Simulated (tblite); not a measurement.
A geometry optimisation, step by step.

Compound: C3H6BrGaO.
Bonds: C1–C2 (double), C2–Br3, C2–Ga4, Ga4–O5, O5–C6. Hydrogens: H7, H8 on C1; H9 on Ga4; H10, H11, H12 on C6.

Computed with GFN2-xTB (tblite), gas phase: L-BFGS steps from a force-field or distance-geometry start until the largest atomic force falls under 0.01 eV/Å. 11 of its 105 geometries are shown.

Step 0: E = -509.9024 eV, largest atomic force 3.328 eV/Å
```
atom  x, y, z in Å  |  force x, y, z in eV/Å
C1      2.597   -0.626    0.042   -0.556   0.583   0.220
C2      1.632    0.235    0.400    2.407   0.094   0.578
Br3     1.988    2.043    0.881    0.116   0.042   0.045
Ga4    -0.117   -0.466    0.433   -2.711  -1.513  -1.199
O5     -1.952   -0.636    0.858    1.087   0.099   0.304
C6     -2.383    0.403   -0.007   -0.087  -0.482  -0.194
H7      2.267   -1.647   -0.209    0.457   0.486   0.076
H8      3.637   -0.318   -0.005   -0.150  -0.314  -0.201
H9     -0.248   -0.899   -1.185    0.065  -0.223   0.322
H10    -3.478    0.428    0.024    0.230   0.279   0.148
H11    -2.075    0.181   -1.061   -0.170   0.320   0.340
H12    -1.867    1.303    0.349   -0.689   0.628  -0.439
```

Step 10: E = -510.7154 eV, largest atomic force 0.579 eV/Å
```
atom  x, y, z in Å  |  force x, y, z in eV/Å
C1      2.651   -0.587    0.105    0.123  -0.088  -0.178
C2      1.688    0.164    0.615   -0.111  -0.273  -0.355
Br3     2.010    1.995    0.978   -0.163   0.092   0.243
Ga4    -0.127   -0.693    0.203   -0.232   0.136  -0.304
O5     -1.761   -0.416    0.893    0.163   0.281  -0.053
C6     -2.446    0.483    0.016    0.028  -0.056   0.050
H7      2.400   -1.593   -0.187    0.019  -0.347  -0.007
H8      3.665   -0.293   -0.080    0.281   0.229   0.136
H9     -0.230   -1.200   -1.373    0.144   0.004   0.561
H10    -3.527    0.379    0.158    0.175  -0.046   0.061
H11    -2.187    0.242   -1.026   -0.241   0.159  -0.129
H12    -2.133    1.518    0.216   -0.187  -0.090  -0.024
```

Step 21: E = -511.2668 eV, largest atomic force 0.452 eV/Å
```
atom  x, y, z in Å  |  force x, y, z in eV/Å
C1      2.851   -0.650    0.055    0.144  -0.029   0.137
C2      1.752   -0.070    0.508   -0.181  -0.235  -0.030
Br3     1.726    1.656    1.285    0.091   0.090  -0.085
Ga4    -0.075   -0.670   -0.065    0.252  -0.092   0.137
O5     -1.384    0.265    0.603   -0.247   0.048  -0.376
C6     -2.615    0.684    0.012    0.003  -0.151  -0.002
H7      2.812   -1.692   -0.264   -0.036   0.340  -0.184
H8      3.815   -0.162    0.069    0.114  -0.131   0.140
H9     -0.099   -1.749   -1.236   -0.140   0.063   0.116
H10    -3.460    0.184    0.511    0.231   0.231  -0.075
H11    -2.626    0.429   -1.055   -0.189  -0.002   0.065
H12    -2.697    1.773    0.095   -0.044  -0.133   0.157
```

Step 31: E = -511.4336 eV, largest atomic force 0.331 eV/Å
```
atom  x, y, z in Å  |  force x, y, z in eV/Å
C1      2.953   -0.650    0.090   -0.025   0.068   0.050
C2      1.811   -0.100    0.481    0.056  -0.119  -0.255
Br3     1.743    1.590    1.321    0.038   0.123   0.169
Ga4    -0.030   -0.688   -0.080    0.084   0.009  -0.149
O5     -1.333    0.381    0.272   -0.073  -0.083  -0.078
C6     -2.678    0.716   -0.024   -0.067   0.060  -0.035
H7      2.919   -1.596   -0.448    0.087   0.168   0.172
H8      3.927   -0.204    0.295   -0.259  -0.189  -0.084
H9     -0.207   -1.889   -1.082    0.035  -0.070   0.059
H10    -3.368    0.163    0.619    0.075   0.054   0.087
H11    -2.933    0.487   -1.063    0.072   0.008   0.015
H12    -2.804    1.790    0.137   -0.021  -0.030   0.050
```

Step 42: E = -511.4851 eV, largest atomic force 0.121 eV/Å
```
atom  x, y, z in Å  |  force x, y, z in eV/Å
C1      2.964   -0.631    0.098    0.003  -0.041   0.003
C2      1.813   -0.042    0.378    0.048   0.019   0.009
Br3     1.768    1.553    1.404   -0.077   0.063  -0.012
Ga4    -0.007   -0.662   -0.226    0.016  -0.064   0.009
O5     -1.332    0.381    0.070   -0.030  -0.020   0.026
C6     -2.700    0.738   -0.028   -0.026  -0.029  -0.043
H7      2.963   -1.553   -0.470    0.004   0.032  -0.025
H8      3.927   -0.248    0.417   -0.108  -0.055  -0.005
H9     -0.205   -2.038   -0.961    0.077   0.028   0.004
H10    -3.301    0.170    0.685    0.059   0.005   0.090
H11    -3.077    0.527   -1.029   -0.031   0.051  -0.073
H12    -2.811    1.805    0.180    0.064   0.009   0.018
```

Step 52: E = -511.5080 eV, largest atomic force 0.106 eV/Å
```
atom  x, y, z in Å  |  force x, y, z in eV/Å
C1      2.914   -0.624    0.119    0.027   0.042  -0.045
C2      1.784    0.020    0.355    0.014   0.009   0.032
Br3     1.705    1.616    1.376    0.009  -0.054  -0.036
Ga4     0.023   -0.696   -0.284   -0.053  -0.020   0.024
O5     -1.348    0.265    0.007   -0.096   0.018  -0.040
C6     -2.683    0.741   -0.014   -0.021  -0.006   0.006
H7      2.880   -1.520   -0.490    0.012  -0.036   0.048
H8      3.884   -0.304    0.470    0.001   0.028   0.015
H9     -0.054   -2.104   -0.964    0.028   0.011  -0.029
H10    -3.283    0.210    0.729    0.035   0.021   0.034
H11    -3.131    0.586   -0.997   -0.002  -0.005  -0.048
H12    -2.690    1.809    0.212    0.046  -0.007   0.038
```

Step 62: E = -511.5188 eV, largest atomic force 0.085 eV/Å
```
atom  x, y, z in Å  |  force x, y, z in eV/Å
C1      2.907   -0.618    0.130    0.023  -0.006   0.023
C2      1.764   -0.004    0.379    0.010   0.064   0.017
Br3     1.688    1.629    1.340   -0.038  -0.019  -0.023
Ga4     0.016   -0.736   -0.288   -0.022   0.047   0.020
O5     -1.387    0.187   -0.055   -0.080   0.003  -0.029
C6     -2.688    0.752   -0.009    0.053  -0.033   0.051
H7      2.889   -1.548   -0.424    0.000  -0.037  -0.024
H8      3.870   -0.255    0.453    0.038   0.014   0.016
H9      0.027   -2.107   -1.034   -0.046  -0.023  -0.026
H10    -3.282    0.248    0.758    0.011  -0.004   0.008
H11    -3.188    0.637   -0.973    0.029   0.028   0.003
H12    -2.615    1.813    0.242    0.022  -0.035  -0.037
```

Step 73: E = -511.5323 eV, largest atomic force 0.064 eV/Å
```
atom  x, y, z in Å  |  force x, y, z in eV/Å
C1      2.925   -0.604    0.169    0.005  -0.005  -0.008
C2      1.775    0.014    0.368   -0.011  -0.001  -0.014
Br3     1.647    1.674    1.281   -0.026  -0.003  -0.016
Ga4     0.025   -0.728   -0.320    0.013  -0.029  -0.012
O5     -1.514   -0.023   -0.225    0.053  -0.032  -0.016
C6     -2.683    0.741   -0.001   -0.005   0.010   0.016
H7      2.914   -1.551   -0.360    0.019  -0.005  -0.008
H8      3.885   -0.234    0.497   -0.009   0.019   0.031
H9      0.004   -2.093   -1.062   -0.030   0.017  -0.003
H10    -3.256    0.288    0.809   -0.044   0.001   0.028
H11    -3.291    0.749   -0.909    0.021  -0.014  -0.010
H12    -2.431    1.766    0.269    0.014   0.041   0.012
```

Step 83: E = -511.5413 eV, largest atomic force 0.081 eV/Å
```
atom  x, y, z in Å  |  force x, y, z in eV/Å
C1      2.945   -0.590    0.178    0.003  -0.032   0.074
C2      1.763   -0.017    0.317    0.020   0.017   0.000
Br3     1.541    1.649    1.217   -0.008  -0.058  -0.044
Ga4     0.018   -0.768   -0.369   -0.062  -0.016   0.007
O5     -1.512   -0.060   -0.185   -0.034   0.062  -0.008
C6     -2.656    0.750    0.023    0.007   0.016   0.016
H7      3.009   -1.546   -0.331    0.004   0.056  -0.006
H8      3.865   -0.175    0.566   -0.014   0.009  -0.029
H9     -0.086   -2.116   -1.127    0.018   0.013   0.012
H10    -3.259    0.332    0.832    0.010  -0.053  -0.012
H11    -3.247    0.768   -0.895   -0.013   0.009   0.018
H12    -2.380    1.772    0.291    0.070  -0.024  -0.029
```

Step 94: E = -511.5503 eV, largest atomic force 0.064 eV/Å
```
atom  x, y, z in Å  |  force x, y, z in eV/Å
C1      2.950   -0.572    0.213   -0.019  -0.013   0.040
C2      1.736   -0.054    0.257   -0.030  -0.010   0.003
Br3     1.394    1.618    1.117    0.001  -0.027  -0.008
Ga4    -0.009   -0.819   -0.429    0.001   0.016  -0.008
O5     -1.553   -0.123   -0.262    0.014   0.002  -0.010
C6     -2.612    0.765    0.047   -0.015  -0.014  -0.003
H7      3.111   -1.522   -0.281   -0.037   0.035   0.013
H8      3.812   -0.099    0.659    0.035   0.025  -0.030
H9     -0.131   -2.164   -1.177   -0.018  -0.018  -0.007
H10    -3.199    0.360    0.874    0.037  -0.013   0.050
H11    -3.265    0.859   -0.824    0.042   0.024  -0.041
H12    -2.233    1.750    0.324   -0.011  -0.008   0.000
```

Step 104: E = -511.5543 eV, largest atomic force 0.009 eV/Å
```
atom  x, y, z in Å  |  force x, y, z in eV/Å
C1      2.931   -0.555    0.237   -0.003   0.002  -0.003
C2      1.701   -0.078    0.259    0.008  -0.004   0.001
Br3     1.304    1.609    1.065    0.001   0.000   0.001
Ga4    -0.019   -0.862   -0.460    0.003   0.002   0.002
O5     -1.556   -0.150   -0.297    0.005   0.002   0.000
C6     -2.572    0.769    0.060   -0.003  -0.008  -0.003
H7      3.119   -1.514   -0.227    0.003   0.006   0.003
H8      3.781   -0.038    0.662   -0.008  -0.002  -0.004
H9     -0.155   -2.193   -1.230   -0.002  -0.004   0.001
H10    -3.145    0.366    0.898   -0.006   0.007  -0.001
H11    -3.237    0.909   -0.796    0.001   0.008   0.001
H12    -2.150    1.735    0.348    0.000  -0.007   0.002
```

**Question.** Summarise the path.

**Answer.** The energy falls by 1.6519 eV from step 0 to step 104; nine tenths of that is first reached at step 27. It falls at every step. The largest force goes from 3.328 to 0.009 eV/Å. Among the bonds Ga4–O5 changes most, from 1.891 to 1.701 Å; the atoms move by 0.902 Å rms after alignment.

What follows is the cost of the whole relaxation. On an Arm Neoverse N1 with one thread (shared host), this took 1.1 s of wall time.
